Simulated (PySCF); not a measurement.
A calculated (PBE0, PySCF 2.14, ANO-RCC-VTZP, scalar relativity by spin-free X2C-1e) atom or ion has these occupied shells.

| shell | electrons | orbital energy (eV) | rms radius, mean of both spins (bohr) |
| --- | --- | --- | --- |
| 1s α | 1 | -41828.8 | 0.0275 |
| 1s β | 1 | -41828.8 | 0.0275 |
| 2s α | 1 | -6756.7 | 0.112 |
| 2s β | 1 | -6756.7 | 0.112 |
| 2p α | 3 | -6052.1 | 0.0997 |
| 2p β | 3 | -6052.0 | 0.0997 |
| 3s α | 1 | -1469.0 | 0.291 |
| 3s β | 1 | -1468.2 | 0.291 |
| 3p α | 3 | -1243.7 | 0.290 |
| 3p β | 3 | -1242.8 | 0.290 |
| 3d α | 5 | -923.37 | 0.268 |
| 3d β | 5 | -922.58 | 0.268 |
| 4s α | 1 | -296.74 | 0.661 |
| 4s β | 1 | -294.30 | 0.661 |
| 4p α | 3 | -222.26 | 0.703 |
| 4p β | 3 | -219.70 | 0.703 |
| 4d α | 5 | -114.20 | 0.784 |
| 4d β | 5 | -111.25 | 0.784 |
| 5s α | 1 | -40.516 | 1.61 |
| 5s β | 1 | -38.793 | 1.61 |
| 5p α | 3 | -22.048 | 1.91 |
| 5p β | 3 | -20.484 | 1.91 |
| 6s α | 1 | -3.566 | 4.97 |
| 4f α | 3 | -2.727 | 1.41 |
| 5d α | 1 | -2.369 | 3.66 |

Task: Name the element and its charge.

Result: Pr (praseodymium, neutral), in [Xe] 4f3 5d1 6s1, one real determinant (an excited configuration).
